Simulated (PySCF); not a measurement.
## Ionisation energy of Hg²⁺ by level of theory

Hg²⁺ [Xe] 4f14 5d10 (1S) → Hg³⁺ [Xe] 4f14 5d9 (2D), as a difference of total energies. Calculation: PySCF 2.14, in aug-cc-pwCVTZ-PP with ECP60MDF (8s8p7d4f3g, 122 functions); scalar relativity through the core potential. Correlated levels: valence and next inner shell: nothing frozen outside the core potential. The calculations carry no spin-orbit coupling.

| method | ionisation energy (eV) |
| --- | --- |
| UHF | 33.502 |
| MP2 (valence and next inner shell) | 35.273 |
| SCS-MP2 (valence and next inner shell) | 35.055 |
| CCSD (valence and next inner shell) | 34.922 |
| CCSD(T) (valence and next inner shell) | 35.013 |

Problem. How much does correlation contribute at CCSD(T) (valence and next inner shell)?

Solution. 35.013 − (33.502) = 1.511 eV, measured against UHF.

The reference lies between the lowest fine-structure levels, while these numbers refer to the centres of the terms.

Errors of the correlated levels include the incompleteness of this basis.

For comparison: 34.49 ± 0.05 eV (measured; NIST Atomic Spectra Database, ionization energies).
